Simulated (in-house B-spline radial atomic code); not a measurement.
The numbers below are computed, except where a source is named.
## Building a PAW s channel for Ta, r_c = 2.89 bohr

Ta, [Xe] 4f14 5d3 6s2, non-relativistic LDA (VWN5) (a model for so heavy an element), spherical and spin-unpolarised, from a B-spline radial code for spherical atoms (atomic units; all potentials screened as in the neutral atom).

Two all-electron partial waves φ1, φ2 are integrated outwards at E1 = ε(6s) = -0.174814 and E2 = E1 + 1.5 hartree; φ1 is the bound orbital and φ2 has unit norm inside r_c = 2.8922 bohr. Smooth partners are polynomials, r^1(a0 + a1 r² + a2 r⁴ + a3 r⁶), matched to φ and three derivatives at r_c, with no condition on the norm. The local potential is -3.39388 + (0.948433) r² + (-0.110605) r⁴ + (0.00472299) r⁶ inside 2.4522 bohr and the all-electron one outside.

| wave | φ(r_c) | φ'(r_c) | a0 | a1 | a2 | a3 |
| --- | --- | --- | --- | --- | --- | --- |
| 1 | 0.5927996 | 0.04262621 | 0.09045139 | 0.05348451 | -0.006718062 | 0.0002343967 |
| 2 | 0.3808108 | 1.974938 | -1.859109 | 0.3524475 | -0.01208497 | -0.0001909944 |

Inside r_c the overlaps are <φi φj> = [[0.31072, -0.38484], [-0.38484, 1.00000]] and, for the smooth waves, [[0.33782, -0.71977], [-0.71977, 3.94798]]. With χj = (Ej − T − V_local) applied to smooth wave j, the program's quadrature gives the matrix B_ij = <smooth i, χj> as [[0.18951, -1.55948], [-1.05708, 10.25650]].

(1) Check the match of the first wave, and find the augmentation charges q_ij.

(2) B isn't symmetric. Show that D_ij = B_ij + Ej q_ij is.

Solving (T + V_local + Σ p D p) ψ = E (1 + Σ p q p) ψ in a sphere of 9 bohr, whose wall lifts the free-atom level a little, gives these levels:

```
all-electron  one projector  two projectors
   -0.173539      -0.393661               -
    0.113237      -0.173539               -
    0.498028       0.114102               -
    1.046960       0.498999               -
    1.748610       1.035000               -
```

(3) What does the second projector gain?

Results:

(1) At r_c the four terms are 0.26160, 1.29394, -1.35952, 0.39678, which sum to 0.5928, φ1(r_c) to rounding. q_ij is the all-electron overlap less the smooth one: [[-0.02711, 0.33493], [0.33493, -2.94798]]. The smooth first wave has a norm of 0.3378 inside r_c against 0.3107, so q11 is negative and must stay small enough for the overlap operator to be positive.

(2) Integrating by parts gives B12 − B21 = (E1 − E2) q12: -1.55948 − (-1.05708) = -0.50240, and −1.5 × (0.33493) = -0.50240. So D12 = -1.55948 + (1.325186)(0.33493) = -1.11563 and D21 = -1.05708 + (-0.174814)(0.33493) = -1.11563; D11 = 0.19425, D22 = 6.34988. The projectors, p = (B⁻¹)ᵀ χ, are dual to the smooth waves; det B = 0.3.

(3) With one projector a ghost lies below the reference level, so the set fails. With two the overlap operator is not positive, so the set fails. The lowest eigenvalue of the overlap operator is 0.7845 with one and -0.007026 with two projectors. The smooth orbital alone needs a cutoff of 2.16 hartree for 1 millihartree of kinetic energy, against 4.38 for a norm-conserving Troullier-Martins orbital of the same radius, which is no gain while the set fails.
